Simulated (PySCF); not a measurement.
Zr(F)3(OH) (F3HOZr), SMILES [OH][Zr]([F])([F])[F], multiplicity 1.

The structure is a stationary point at B3LYP-D3(BJ)/def2-SVP. The spin state was assumed, not searched. The structure was generated by enumeration; whether it is a known compound was not checked. The def2 effective core potentials stand for the cores of Zr; spin–orbit coupling is left out. The values are those of a single conformer.

The numbers are results of B3LYP/def2-TZVP in PySCF, not measurements.

Gas-phase values at a fixed geometry.

```json
{
 "total_energy": "-422.93029 hartree",
 "point_group": "C3v",
 "highest_occupied_level": "-9.99 eV",
 "lowest_empty_level": "-1.06 eV",
 "orbital_gap": "8.92 eV",
 "dipole_moment": "2.74 D",
 "quadrupole, principal values (traceless, Buckingham form, about the centre of nuclear charge)": "-5.76, -5.76, 11.52 D·Å",
 "mean_static_polarisability": "36.7 bohr³ (5.43 Å³)",
 "polarisability_principal_values": "34.6, 34.6, 40.9 bohr³"
}
```
